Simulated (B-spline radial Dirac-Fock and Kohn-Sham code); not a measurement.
Electron momentum distribution of Lu²⁷⁺: Compton profiles

System: Lu²⁷⁺, [Kr] 4d8.

Model: the impulse approximation on Dirac-Fock densities. Program: an atomic code on a B-spline grid. pz is in atomic units of momentum; subshell profiles are per electron, for a selection of subshells; open shells are spread over both j values by their weights.

| pz | J total | J 3s1/2 | J 4p1/2 | J 4d5/2 |
| --- | --- | --- | --- | --- |
| 0 | 2.596 | 0.0834 | 0.100 | 0.0789 |
| 0.4 | 2.588 | 0.0830 | 0.100 | 0.0789 |
| 0.5 | 2.584 | 0.0827 | 0.100 | 0.0789 |
| 0.6 | 2.578 | 0.0824 | 0.100 | 0.0789 |
| 0.8 | 2.564 | 0.0816 | 0.100 | 0.0789 |
| 1 | 2.547 | 0.0806 | 0.0999 | 0.0789 |
| 1.2 | 2.524 | 0.0795 | 0.0994 | 0.0789 |
| 1.4 | 2.498 | 0.0781 | 0.0987 | 0.0789 |
| 1.6 | 2.468 | 0.0765 | 0.0976 | 0.0788 |
| 1.8 | 2.433 | 0.0748 | 0.0961 | 0.0786 |
| 2 | 2.394 | 0.0729 | 0.0942 | 0.0784 |
| 2.5 | 2.279 | 0.0676 | 0.0875 | 0.0772 |
| 3 | 2.142 | 0.0617 | 0.0780 | 0.0747 |
| 4 | 1.824 | 0.0490 | 0.0544 | 0.0649 |
| 5 | 1.501 | 0.0367 | 0.0321 | 0.0496 |
| 7 | 1.014 | 0.0181 | 0.0102 | 0.0199 |
| 10 | 0.6533 | 0.00741 | 0.00761 | 0.00438 |
| 15 | 0.3511 | 0.00622 | 0.00274 | 0.00331 |
| 20 | 0.1957 | 0.00385 | 0.000597 | 0.00179 |
| 30 | 0.07330 | 0.000539 | 0.000412 | 0.000288 |
| 40 | 0.03344 | 0.000203 | 0.000225 | 4.79e-05 |
| 60 | 0.01029 | 0.000156 | 4.39e-05 | 2.33e-06 |
| 100 | 0.001941 | 3.55e-05 | 3.07e-06 | < 1e-6 |

J(0) = 2.596. The 4p3/2 subshell gives the largest part, 16 %.

Mean momentum ⟨p⟩ by subshell (a.u.): 1s1/2 72.5, 2s1/2 25.9, 2p1/2 34.2, 2p3/2 30.6, 3s1/2 13.1, 3p1/2 15.7, 3p3/2 14.6, 3d3/2 17.5, 3d5/2 17.1, 4s1/2 7.39, 4p1/2 8.29, 4p3/2 7.91, 4d3/2 8.87, 4d5/2 8.74.

Values without a named source are computed, but for edge energies of neutral atoms, which are taken from tables.
